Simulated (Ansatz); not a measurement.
Ag₂H⁺. Charge 1, multiplicity 3. Geometry r2SCAN-D4/def2-TZVP, that of the neutral doublet; atoms count from 1.

```xyz
3

Ag    1.195    0.235    0.894
Ag   -1.410    0.120   -0.529
H     0.216   -0.355   -0.365
```

In the def2 sets Ag takes a core potential; there is no spin–orbit coupling. At PBE0-D4/def2-TZVP a singlet of charge 1 lies 3.58 eV below the triplet, each at its own geometry. The structure comes from a short search, and lower isomers may exist.

Question: Estimate the Mulliken populations from the PBE0/def2-TZVP orbitals of Ansatz.

Answer: 
```
atom  charge (e)  spin (α − β)  d electrons
 Ag1        0.41          0.89         9.73
 Ag2        0.40          0.89         9.73
  H3        0.19          0.22            –
```
Mulliken values depend strongly on the basis.

Question: Where does the spin sit?

Answer: Summed by element: Ag 1.78, H 0.22, of 2 unpaired in all. Largest on single atoms: Ag2 0.89, Ag1 0.89, H3 0.22.

Question: And the Mayer bond orders between heavy atoms (over 0.3)?

Answer: Ag1–Ag2 0.56 (2.97 Å).
